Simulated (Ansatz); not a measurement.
Input and output for C2H4ClIO, SMILES `CC(O)(Cl)I`.

```yaml
crystal:
  periodic: [false, false, false]
  atoms:
    - {symbol: C, position_ang: [-0.035779, 0.496676, 1.006461]}
    - {symbol: C, position_ang: [0.141063, -0.186629, -0.404014]}
    - {symbol: O, position_ang: [-0.878499, -1.160107, -0.593932]}
    - {symbol: Cl, position_ang: [1.854183, -0.971073, -0.539243]}
    - {symbol: I, position_ang: [0.016233, 1.441248, -2.055079]}
    - {symbol: H, position_ang: [-1.069114, 0.986336, 1.060430]}
    - {symbol: H, position_ang: [0.042411, -0.315164, 1.813252]}
    - {symbol: H, position_ang: [0.771776, 1.285056, 1.178217]}
    - {symbol: H, position_ang: [-0.749349, -1.625062, -1.483836]}
basis:
  gaussian: {orbitals: def2-TZVP}
hamiltonian: {xc: {name: B2GP-PLYP}}
output: {forces: true}
```

```sh
$ ansatz run in.yaml --threads 4 --pin off --events-out ev --progress --plain --max-ram 10444MiB
```

Shortened log:

```
Functional definition: B2GP-PLYP
1508 factors; integrals over basis functions are off by at most 1.2e-3 eV
mean field evaluation 1: about -24778.9117 eV, gradient 4.2e1 eV
mean field evaluation 2: about -24779.0525 eV, gradient 4.2e1 eV
mean field evaluation 4: about -24782.5631 eV, gradient 5.2e0 eV
mean field evaluation 8: about -24782.6268 eV, gradient 6.8e-1 eV
mean field evaluation 16: about -24782.6279 eV, gradient 3.8e-4 eV
mean field -24782.62790473 eV, -910.7447772301 hartree, gradient 2.2e-6 eV, S^2 0.000000; 0 other end points of the search recorded, 0 dependent functions left out
12 core orbitals not correlated: weight in the atoms' cores, before any rotation towards them, 1.000 or more for the frozen orbitals, at most 0.000 for the correlated occupied ones
reference -24782.62802861 eV, -910.7447817828 hartree; 21, 21 occupied and 171, 171 virtual orbitals, 1508 factors
second order -39.37108156 eV of doubles, -0.00000000 eV of singles
Total energy: -24796.80161797 eV, -911.2656515847 hartree
Atom 0 at    -0.035779     0.496676     1.006461 Å, force    -0.048585    -0.152769    -0.039572 eV/Å
Atom 1 at     0.141063    -0.186629    -0.404014 Å, force    -0.646339    -0.546798     0.308418 eV/Å
Atom 2 at    -0.878499    -1.160107    -0.593932 Å, force     1.887961     0.732554    -1.242314 eV/Å
Atom 3 at     1.854183    -0.971073    -0.539243 Å, force    -1.453518     0.646504     0.098187 eV/Å
Atom 4 at     0.016233     1.441248    -2.055079 Å, force     0.085142    -0.927134     0.903318 eV/Å
Atom 5 at    -1.069114     0.986336     1.060430 Å, force     1.543637    -0.763555    -0.165699 eV/Å
Atom 6 at     0.042411    -0.315164     1.813252 Å, force    -0.104518     1.170927    -1.257710 eV/Å
Atom 7 at     0.771776     1.285056     1.178217 Å, force    -1.188599    -1.225059    -0.363503 eV/Å
Atom 8 at    -0.749349    -1.625062    -1.483836 Å, force    -0.075182     1.065330     1.758874 eV/Å
Dipole moment:    -0.142996    -0.071270     0.130869 e Å
```

Hardware: 4 threads of an INTEL XEON PLATINUM 8581C on a shared host. Wall time 7.5 s, peak host memory 0.73 GiB.
